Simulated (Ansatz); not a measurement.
Job for Ansatz (a quantum-chemistry and plane-wave program): U-B3LYP/def2-TZVPP on GeN+, 2S+1 = 3, a spin state set in the input, which need not be the lowest, a point of a bond scan (R = 1.909 Å). Charge +1.

Ansatz 0.2 input:
```yaml
crystal:
  periodic: [false, false, false]
  atoms:
    - {symbol: N, position_ang: [0.00000000, 0.00000000, 0.00000000]}
    - {symbol: Ge, position_ang: [0.00000000, 0.00000000, 1.90893600]}
basis:
  gaussian:
    orbitals: def2-TZVPP
    pivot_positions_ang: [[0.00000000, 0.00000000, 0.00000000], [0.00000000, 0.00000000, 1.90893600]]
hamiltonian:
  xc: {name: B3LYP}
total_charge: 1
magnetization: {spin_polarized: true, initial_magnetization: 2}
output: {forces: true, orbitals: {seedname: ./end}}
```

It printed:

```
WARN ansatz: RAYON_NUM_THREADS=2 ignored (pool sized by the plan → 2); use --threads N
Functional definition: B3LYP
integrals: 0.01 GiB planned
544 factors; their error is unknown
mean field: 0.29 GiB planned
mean field evaluation 1: about -57970.2583 eV, gradient 6.9e1 eV
mean field evaluation 2: about -57840.6450 eV, gradient 1.2e2 eV
mean field evaluation 4: about -57996.4570 eV, gradient 9.1e0 eV
mean field evaluation 8: about -57996.6667 eV, gradient 1.9e-1 eV
mean field evaluation 16: about -57996.8908 eV, gradient 2.9e-4 eV
mean field evaluation 32: about -57997.3339 eV, gradient 4.2e-5 eV
mean field -57997.33393899 eV, -2131.3627102531 hartree, gradient 7.1e-6 eV, S^2 2.005880; 2 other end points of the search recorded, 0 dependent functions left out
the calculation of the forces begins
reference -57997.33411525 eV, -2131.3627167303 hartree; 20, 18 occupied and 59, 61 virtual orbitals, 544 factors
Total energy: -57997.33411525 eV, -2131.3627167303 hartree
Atom 0 at     0.000000     0.000000     0.000000 Å, force     0.000000     0.000000    -0.117897 eV/Å
Atom 1 at     0.000000     0.000000     1.908936 Å, force    -0.000000    -0.000000     0.117897 eV/Å
Dipole moment:    -0.000000     0.000000     0.356667 e Å
```

The run converged.

Cost: roughly 5 core-seconds.
